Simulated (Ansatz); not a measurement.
`BC(N)=[Se]`. The species carries charge 0 and has multiplicity 1. Geometry: relaxed with PBE0-D4/def2-TZVP. It is one conformer, not always the lowest.

```xyz
8

B     0.427    0.068   -1.226
C    -0.114   -0.216    0.175
N    -0.357    0.337    1.332
Se   -0.353   -1.906   -0.425
H    -0.310    0.548   -2.038
H     1.611    0.049   -1.398
H    -0.749   -0.193    2.096
H    -0.154    1.312    1.484
```

Q: What is the dipole moment at ωB97M-V/def2-TZVPP? (An estimate is asked.)

A: The calculation gave: 4.58 D, with components (-0.74, 2.21, 3.95) D in this frame, pointing from negative to positive charge.

Q: And with PBE, r2SCAN, B3LYP? (An estimate is asked.)

A: The calculation gave: PBE 4.43 D, r2SCAN 4.54 D, B3LYP 4.47 D.

Q: Give the Mulliken charges with ωB97M-V, PBE, r2SCAN in def2-TZVPP. (Best estimate.)

A: Computed: 
```tsv
atom	ωB97M-V	PBE	r2SCAN
B1	-0.35	-0.24	-0.18
C2	0.14	0.12	0.15
N3	-0.17	-0.20	-0.25
Se4	-0.11	-0.11	-0.13
H5	0.08	0.02	0.01
H6	0.08	0.02	0.01
H7	0.16	0.19	0.20
H8	0.17	0.20	0.21
```

B3LYP here is the variant with VWN-RPA as its local correlation; programs differ in this.
